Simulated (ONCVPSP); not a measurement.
**Transferability test, ONCV potential for Ne (Z = 10)**

ONCVPSP 4.0.1 input, shortened (lines: element, Z, core and valence counts, functional; n l f; lmax; l rc ep ncon nbas qcut; lloc lpopt rc5 dvloc0; l nproj debl; icmod fcfact rcfact), PBE, scalar-relativistic:

```
  Ne 10.00    1    2        4      upf
    1    0    2.00
    2    0    2.00
    2    1    5.00
    2
    0    0.70    0.00    4    7   11.60
    1    1.45    0.00    4    7    9.10
    2    1.45    0.38    4    9    6.90
    0    5    0.70    0.00
    0    0    1.50
    1    2    0.90
    2    1    2.30
    3    5.50    1.70
```

In the p channel the program set the typed energies aside and used -1.186, 0.250 Ha.

Energies are relative to the spin-unpolarised reference configuration 2s2 2p5; without spin polarisation the order of configurations can differ from experiment.

```tsv
valence configuration	charge	ΔE all-electron (eV)	error AE − PS (meV)
2s2 2p6	0	-22.475	+77
2s2 2p4	+2	43.268	+202
```

Q: What are ΔE and the potential's error for 2s2 2p3?

A: ΔE = 110.698 eV all-electron; the error (AE − PS) is +1173 meV.

Q: What are ΔE and the potential's error for 2s1 2p6?

A: ΔE = 23.407 eV all-electron; the error (AE − PS) is +21 meV.
